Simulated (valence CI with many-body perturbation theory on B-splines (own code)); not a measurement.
Which ion has this spectrum?

A relativistic CI+MBPT calculation for an atom or ion with 6 electrons gives these levels (× 10³ cm⁻¹):

```tsv
J	Parity	E	g
0	even	0.00	
1	even	14556	1.46
2	even	14703	1.13
2	odd	17218	1.48
1	odd	17980	1.11
2	even	29484	1.29
0	even	30033	
2	odd	31528	1.54
3	odd	31895	1.29
0	odd	32457	
1	odd	32653	1.30
2	odd	32722	1.04
1	odd	32762	1.28
2	even	35537	1.30
```

The energies are calculated, and their last digits are not significant.

(1) Which is it?
A. Tl75+
B. Os70+
C. Au73+
D. Pt72+

## Answers

(1) D. Pt72+, ground level (2s^2 2p1/2^2) J=0.
